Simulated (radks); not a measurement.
The numbers below are computed, except where a source is named.
Ho II, 66 electrons, occupied as [Xe] 4f11 7s1 (not the ground configuration).

Code: a radial shooting solver on a logarithmic mesh with Libxc functionals. Model: scalar-relativistic Kohn-Sham, PBE, spin-polarised, spherical densities, point nucleus; open shells are filled with parallel spins first (spin-orbit coupling, left out, can overturn this in heavy ions).

Energy parts (eV):
part                      energy
total                 -343297.65
kinetic                371316.41
electron-nucleus      -840716.83
Hartree                133452.90
exchange-correlation    -7350.14

Orbitals (lengths in bohr, moments of r in powers of bohr):
orbital  occ.  eigenvalue (eV)      <r>      <r^2>
1s up       1        -55510.81  0.02074  0.0005880
1s down     1        -55510.81  0.02074  0.0005880
2s up       1        -9293.099  0.08809   0.009167
2s down     1        -9293.070  0.08809   0.009167
2p up       3        -8233.240  0.07806   0.007441
2p down     3        -8233.218  0.07806   0.007440
3s up       1        -2083.649   0.2299    0.06038
3s down     1        -2082.429   0.2298    0.06034
3p up       3        -1759.832   0.2289    0.06073
3p down     3        -1758.615   0.2288    0.06068
3d up       5        -1349.142   0.2079    0.05075
3d down     5        -1348.214   0.2078    0.05069
4s up       1        -420.5571   0.5188     0.3039
4s down     1        -417.9167   0.5189     0.3039
4p up       3        -314.0197   0.5501     0.3444
4p down     3        -311.4134   0.5502     0.3445
4d up       5        -170.1874   0.5964     0.4130
4d down     5        -167.6178   0.5969     0.4138
5s up       1         -61.0436    1.272      1.823
5s down     1         -59.7406    1.281      1.847
5p up       3         -36.3206    1.505      2.578
5p down     3         -35.3687    1.519      2.626
4f up       7         -14.0721   0.8332     0.9409
4f down     4         -11.8294   0.8602      1.024
7s up       1          -4.6265    7.477      61.85

The highest occupied level is 7s up at -4.626 eV. Summed over all electrons, <r^2> = 99.67 bohr^2, which gives a Langevin (diamagnetic) susceptibility term of -78.9 x 10^-6 cm^3/mol.
